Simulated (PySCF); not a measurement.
Zn(H)(NH2) (H3NZn), SMILES [NH2][ZnH].

The structure is a stationary point at PBE0-D3(BJ)/def2-TZVP.

All values below come from PBE0-D3(BJ)/def2-TZVP (PySCF 2.14.0).

Frequencies are harmonic and unscaled.

**Question.** List the normal modes with their intensities. (An estimate is asked for; the answer gives what the named calculation found.)

**Answer.** 
```csv
mode,ν (cm⁻¹),IR (km/mol),moving atoms (share of kinetic energy)
1,319,173.4,"H 77 %, N 23 %"
2,457,49.5,H 97 %
3,492,49.9,H 94 %
4,668,38.7,"N 68 %, Zn 19 %, H 13 %"
5,723,67.1,"H 85 %, N 13 %"
6,1559,15.6,"H 91 %, N 9 %"
7,1960,110.2,H 98 %
8,3579,6.0,H 96 %
9,3672,14.5,"H 92 %, N 8 %"
```
